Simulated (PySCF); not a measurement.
Gas-phase reaction: 2 GaCl2 + 2 CH3 = Ga(CH3)2Cl + GaCl3, at 1600 K and a standard pressure of 1 bar. Level: ωB97X-V/def2-TZVP†.

Method: PySCF energies plus ideal-gas RRHO corrections (1 bar). † marks an energy on the PBE0/def2-TZVP geometry and frequencies. Open shells (unrestricted): GaCl2 (multiplicity 2), CH3 (multiplicity 2); the rest are closed-shell singlets. Ga: all electrons, no relativistic terms. Methyl groups turn as free rotors in Ga(CH3)2Cl. GaCl2, Ga(CH3)2Cl: computed as isolated molecules; such fragments, hydroxides, amides, oligomers or adducts are transient or little studied in the gas. The harmonic model lacks anharmonicity and excited electronic states, which grow with temperature; levels with a mode under 35 cm⁻¹ are left out. Soft modes under 120 cm⁻¹ make the harmonic entropy rough for GaCl2.

```
species          E (Ha)  H(1600 K) − E (kJ/mol)  S°(1600 K) (J/mol/K)
----------  -----------  ----------------------  --------------------
GaCl2       -2845.04317                    93.4                 398.0
CH3           -39.83581                   161.8                 281.9
Ga(CH3)2Cl  -2464.72380                   418.3                 600.6
GaCl3       -3305.28334                   133.6                 461.0
```
E: electronic energy; H − E holds the zero-point and thermal terms. 1 Ha = 2625.5 kJ/mol.

**Question.** Work out ΔH°, ΔS°, ΔG° and log10 K from these numbers.

**Answer.** 1. ΔE = 1×(-2464.72380) + 1×(-3305.28334) − 2×(-2845.04317) − 2×(-39.83581) = -0.24918 Ha = -654.2 kJ.
2. Δ(H − E) = 1×(418.3) + 1×(133.6) − 2×(93.4) − 2×(161.8) = 41.5 kJ, so ΔH° = -612.7 kJ.
3. ΔS° = 1×(600.6) + 1×(461.0) − 2×(398.0) − 2×(281.9) = -298.2 J/K; the number of gas molecules changes by -2.
4. ΔG° = ΔH° − TΔS° = -612.7 − 1600×(-298.2)/1000 = -135.6 kJ.
5. log10 K = −ΔG°/(RT ln 10) = 4.43, with RT ln 10 = 30.63 kJ/mol; at standard pressures the products are favoured.
6. A shift of 10 kJ in ΔE would move log10 K by 0.33 here.
7. Lowering the total pressure from 1 bar to 0.01 bar multiplies the mole-fraction quotient K_x = K (p/p°)^(−Δn) by 10^-4, which pushes the balance towards the reactants.
For scale, ΔH°(298 K) is -631 kJ at this level, -615 kJ at ωB97M-V/def2-TZVP†, and runs from -705 to -392 kJ over the 18 levels computed.
